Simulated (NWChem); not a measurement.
Molecule: AuNH3I; SMILES [NH3]->[Au][I]

```xyz
6

Au     0.0000     0.0000    -0.8313
I      0.0000     0.0000     1.7149
N      0.0000     0.0000    -2.9666
H      0.8124     0.4912    -3.3417
H     -0.8316     0.4580    -3.3417
H      0.0192    -0.9492    -3.3417
```
Atoms are numbered in this order, from 1.

Level: PBE0/def2-SVP with def2 effective core potentials on I, Au (NWChem), optimised geometry, unscaled harmonic frequencies. def2 effective core potentials on I, Au; no spin-orbit coupling.

| frequency (cm⁻¹) | IR intensity (km/mol) |
|---|---|
| 102 | 12.3 |
| 102 | 12.3 |
| 203 | 4.7 |
| 406 | 8.3 |
| 656 | 23.8 |
| 656 | 23.8 |
| 1226 | 100.0 |
| 1629 | 24.2 |
| 1629 | 24.2 |
| 3500 | 27.7 |
| 3619 | 61.2 |
| 3619 | 61.2 |

zero-point energy: 24.8 kcal/mol
thermal correction to the enthalpy at 298.15 K (with zero-point energy): 28.8 kcal/mol
heat capacity Cv: 15.3 cal/(mol K)
entropy at 298.15 K and 1 atm (symmetry number 3): 77.3 cal/(mol K)

Rigid rotor and harmonic oscillator.
